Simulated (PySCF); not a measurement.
Zn(OMe)(SH) (CH₄OSZn), SMILES C[O][Zn][SH].

Geometry: r2SCAN-D4/def2-SVP. The values are those of a single conformer.

Two levels are set side by side: PBE/def2-TZVP (PySCF) and M06-2X/def2-TZVP (PySCF). Same geometry, gas phase. Differences are taken from unrounded values.

| quantity | M06-2X | PBE | PBE minus M06-2X |
|---|---|---|---|
| orbital gap (eV) | 8.26 | 4.20 | -4.06 |
| highest occupied level (eV) | -8.67 | -6.05 | 2.62 |
| lowest empty level (eV) | -0.41 | -1.85 | -1.44 |
| dipole moment (D) | 1.29 | 1.18 | -0.11 |
| mean polarisability (bohr³) | 57.1 | 63.1 | 6.1 |

PBE's occupied levels lie high since its potential decays too fast outside the molecule; exact exchange lowers them and widens the gap. PBE's more diffuse valence density responds more strongly to a field. Differences between two approximate levels are no errors against the true value.

Rough cost on one machine, each run with all the roots and properties that it gave: M06-2X against PBE about 3 times.
